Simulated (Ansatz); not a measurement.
Job for Ansatz (an electronic-structure program): R-wB97M-V/def2-TZVPP on FHPbS (SMILES [F][Pb][SH]), a point of a torsion scan. Elements past Kr take the def2 small-core potentials; no spin–orbit coupling.

Ansatz 0.2 input:
```yaml
crystal:
  periodic: [false, false, false]
  atoms:
    - {symbol: F, position_ang: [1.79646590, -0.84976460, -0.11389712]}
    - {symbol: Pb, position_ang: [0.99604249, 1.03344980, -0.59672239]}
    - {symbol: S, position_ang: [-1.43018582, 0.38031555, -0.54005553]}
    - {symbol: H, position_ang: [-1.35892634, -0.58924040, 0.35257576]}
basis:
  gaussian:
    orbitals: def2-TZVPP
hamiltonian:
  xc: {name: wB97M-V}
scf: {lower_state_search: off}
```

The head of its log:

```
WARN ansatz: RAYON_NUM_THREADS=1 ignored (pool sized by the plan → 1); use --threads N
Functional definition: wB97M-V
these checks for a lower state are left out or cut short: stability, starts, cluster_reference, orbital_swaps, neighbouring_geometries, increment
integrals: 0.08 GiB planned
923 factors; their error is unknown
integrals: 0.11 GiB planned
225 factors; integrals over basis functions are off by at most 2.3e-5 eV
mean field: 0.65 GiB planned
mean field evaluation 1: about -18813.1696 eV, gradient 4.5e1 eV
mean field evaluation 2: about -18808.2443 eV, gradient 7.8e1 eV
```

Problem. Predict the final total energy.

Solution. -691.5184 hartree.
